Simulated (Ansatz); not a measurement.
W₄Se₈⁻, relaxed as a doublet with UKS PBE-D4/def2-SVP in Ansatz, starting from the GFN1-xTB geometry. Force threshold 0.03 eV/Å.

In the def2 sets W takes a core potential; there is no spin–orbit coupling. Another isomer (doublet) lies 0.89 eV lower at PBE0-D4/def2-TZVP; other spin states weren't run for this one.

Start:

| atom | x (Å) | y (Å) | z (Å) |
| --- | --- | --- | --- |
| W1 | -1.770 | 1.276 | 1.889 |
| W2 | 1.885 | -0.954 | -1.087 |
| W3 | 0.144 | 0.827 | 0.158 |
| W4 | -0.800 | -1.242 | -1.326 |
| Se5 | 2.524 | 1.259 | -0.149 |
| Se6 | -0.591 | 1.104 | -2.156 |
| Se7 | 0.411 | -1.622 | 0.826 |
| Se8 | 0.773 | -1.891 | -3.077 |
| Se9 | 3.698 | -2.333 | -0.817 |
| Se10 | -2.634 | -0.205 | 0.128 |
| Se11 | -1.707 | 0.220 | 3.898 |
| Se12 | -1.934 | 3.561 | 1.714 |

| step | energy (eV) | largest force component (eV/Å) | SCF passes |
| --- | --- | --- | --- |
| 1 | -529982.2716 | 1.008 | 58 |
| 2 | -529982.6274 | 1.615 | 54 |
| 3 | -529982.9981 | 0.593 | 47 |
| 4 | -529983.2905 | 0.535 | 47 |
| 5 | -529983.5336 | 0.429 | 45 |
| 6 | -529983.7648 | 0.668 | 49 |
| 7 | -529983.9365 | 0.906 | 55 |
| 8 | -529984.0138 | 0.602 | 48 |
| 9 | -529984.1098 | 0.462 | 49 |
| 10 | -529984.1267 | 0.915 | 59 |
| 11 | -529984.2164 | 0.781 | 51 |
| 12 | -529984.2687 | 0.482 | 49 |
| 13 | -529984.2896 | 1.110 | 55 |
| 14 | -529984.3089 | 0.411 | 52 |
| 15 | -529984.3183 | 0.364 | 49 |
| 16 (rejected) | -529984.2786 | 0.582 | 55 |
| 17 | -529984.3430 | 0.113 | 51 |
| 18 | -529984.3437 | 0.190 | 46 |
| 19 | -529984.3448 | 0.071 | 41 |
| 20 | -529984.3453 | 0.069 | 45 |
| 21 | -529984.3456 | 0.045 | 48 |
| 22 | -529984.3458 | 0.036 | 48 |
| 23 (rejected) | -529984.3454 | 0.107 | 51 |
| 24 | -529984.3461 | 0.025 | 47 |

Force components are those of the run's own axes.

End:

Cartesian coordinates in Å:
```
W -1.577 0.450 1.747
W 1.938 -1.016 -0.870
W 0.243 1.356 -0.054
W -0.720 -0.671 -1.188
Se 2.697 1.310 -0.662
Se -1.056 1.609 -2.170
Se 0.390 -1.084 1.157
Se 0.822 -1.456 -3.007
Se 3.369 -2.748 -0.304
Se -2.979 -0.781 0.170
Se -1.717 0.215 4.042
Se -1.411 2.816 1.139
```

Bonds lost: W3–Se10 (atoms count from 1). Bonds formed: W1–Se7, W3–Se12 (atoms count from 1). Metal–metal contacts that move far: W1–W4 4.20 to 3.26 Å.

No frequencies were taken in this run, so the end may be a saddle point.

Run time 2.9 min (2 threads of AMD EPYC 7R13 on a shared host and a share (18 GiB) of an NVIDIA H100 80GB HBM3), peak host memory 1.1 GiB.
